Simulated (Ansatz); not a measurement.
C2H10O5Si2, SMILES `CO[SiH](C)O[Si](O)(O)O`, 19 atoms. Total charge 0; spin multiplicity 1. All runs use 6 threads of an AMD EPYC 7R13 on a shared host and a share of an NVIDIA H100 80 GB. Correlated methods freeze the cores. Open-shell runs search over several starts.

(1) Give the basis size and wall time and peak host memory of each of these runs in Ansatz. RKS PBE0-D4/def2-TZVPP energy; UKS ωB97X-V/def2-TZVPP energy of the cation; RHF-CCSD(T)/def2-SVP energy; RKS ωB97M-V/def2-QZVPP energy; RKS ωB97M-V/def2-SVP energy; UKS ωB97M-V/def2-TZVPP energy of the cation; RHF-CCSD(T)/def2-TZVPP energy; RKS PBE0-D4/def2-SVP energy; UHF-MP2/def2-QZVPP energy of the cation; UKS B2PLYP (frozen core)/def2-TZVPP energy of the cation; UKS PBE0-D4/def2-TZVPP energy of the cation; UKS PBE-D4/def2-TZVPP energy of the cation. (Estimate.)

## Answers

(1) Ansatz gave: Other jobs shared the machine, so times are rough.

| level | job | functions | wall time | peak host memory (GiB) |
| --- | --- | --- | --- | --- |
| RKS PBE0-D4/def2-SVP | energy | 184 | 2.2 s | 0.84 |
| RKS ωB97M-V/def2-SVP | energy | 184 | 3.1 s | 0.95 |
| RKS PBE0-D4/def2-TZVPP | energy | 441 | 5.5 s | 0.93 |
| RKS ωB97M-V/def2-QZVPP | energy | 839 | 6.5 s | 1.5 |
| RHF-CCSD(T)/def2-SVP | energy | 184 | 10 s | 0.8 |
| UKS PBE-D4/def2-TZVPP | energy of the cation | 441 | 11 s | 1.1 |
| UKS PBE0-D4/def2-TZVPP | energy of the cation | 441 | 18 s | 1.1 |
| RHF-CCSD(T)/def2-TZVPP | energy | 441 | 29 s | 0.91 |
| UHF-MP2/def2-QZVPP | energy of the cation | 839 | 30 s | 1.7 |
| UKS B2PLYP (frozen core)/def2-TZVPP | energy of the cation | 441 | 32 s | 2.1 |
| UKS ωB97X-V/def2-TZVPP | energy of the cation | 441 | 38 s | 1.3 |
| UKS ωB97M-V/def2-TZVPP | energy of the cation | 441 | 43 s | 1.4 |
